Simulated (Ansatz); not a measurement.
Reaction (ligand exchange at the Sn–C bond): `C[CH](C)[Sn][F]` + `O[SiH3]` → `[F][Sn][O][SiH3]` + `CCC`

Calculated with Ansatz (gas phase, PBE0-D4/def2-TZVP geometries, no zero-point term in ΔE). CBS: MP2 limit from def2 TZ/QZ plus the TZ coupled-cluster correction, frozen cores. Functionals use def2-TZVPP. HSE06 is defined as in plane-wave codes. Elements past krypton have def2 core potentials. For Sn outer-core shells are correlated without core-valence functions, which leaves a few kJ/mol of doubt a bond. One conformer a species, not always the lowest.

`C[CH](C)[Sn][F]`:

Z-matrix (Å, degrees):
```
C
C 1 1.523
H 1 1.095 2 112.7
H 1 1.094 2 111.0 3 -120.9
H 1 1.097 2 111.1 3 119.8
C 2 1.523 1 111.7 3 -177.1
Sn 2 2.201 1 109.2 3 62.3
H 2 1.097 1 109.6 3 -55.5
H 6 1.097 2 111.1 1 57.5
H 6 1.094 2 111.0 1 -61.8
H 6 1.095 2 112.7 1 177.3
F 7 1.956 2 91.9 1 60.6
```

`O[SiH3]`:

```xyz
6

O     0.552    1.023    0.540
Si   -0.022   -0.302   -0.254
H     0.011    1.397    1.235
H    -0.237   -1.448    0.672
H     1.010   -0.653   -1.257
H    -1.314   -0.017   -0.936
```

`[F][Sn][O][SiH3]`:

Cartesian coordinates in Å:
```
F 0.095 -0.165 2.614
Sn 0.773 1.485 1.837
O 0.426 0.968 -0.023
Si -0.182 -0.283 -0.892
H 0.614 -1.522 -0.678
H -1.598 -0.555 -0.523
H -0.127 0.072 -2.335
```

`CCC`:

Cartesian coordinates in Å:
```
C 1.077 -0.638 0.289
C 0.215 0.390 -0.423
C -1.236 0.349 0.024
H 0.711 -1.653 0.106
H 1.068 -0.477 1.371
H 2.117 -0.594 -0.045
H 0.623 1.392 -0.250
H 0.268 0.225 -1.505
H -1.841 1.095 -0.498
H -1.322 0.544 1.098
H -1.679 -0.632 -0.167
```

(1) Is it downhill or uphill in electronic energy at CCSD(T)/CBS, and by how much? (Estimate.)

(2) What do these levels give: revPBE-D4, BLYP-D4, r2SCAN-D4, HSE06-D4, CAM-B3LYP-D4, B2PLYP, PBE, CAM-B3LYP, HF/def2-TZVPP, CCSD/def2-TZVPP, HF/def2-QZVPP, MP2/CBS(def2)? (Estimate.)

Largest T1 diagnostic among the species: 0.016.

Answers

(1) Ansatz gave: Downhill: ΔE = -140.1 kJ/mol.

(2) Ansatz gave: revPBE-D4 -133.6, BLYP-D4 -145.5, r2SCAN-D4 -144.8, HSE06-D4 -135.4, CAM-B3LYP-D4 -149.6, B2PLYP -149.1, PBE -140.0, CAM-B3LYP -153.0, HF/def2-TZVPP -159.1, CCSD/def2-TZVPP -138.8, HF/def2-QZVPP -161.6, MP2/CBS(def2) -140.6 kJ/mol.

At CCSD(T), def2-SVP lies −6.3 kJ/mol from the extrapolated value and def2-TZVPP +3.3 kJ/mol. The D4 term adds +6.3 kJ/mol with B3LYP and +3.3 kJ/mol with PBE0; it sums over pairs of atoms, weighted by their polarisabilities, and B3LYP, whose exchange is more repulsive, gets the larger term. In def2-TZVPP, CCSD(T) changes the Hartree–Fock value by +22.3 kJ/mol (the triples alone add +2.0 kJ/mol) and MP2 by +21.8 kJ/mol.

B3LYP here is the variant with VWN-RPA as its local correlation; programs differ in this.
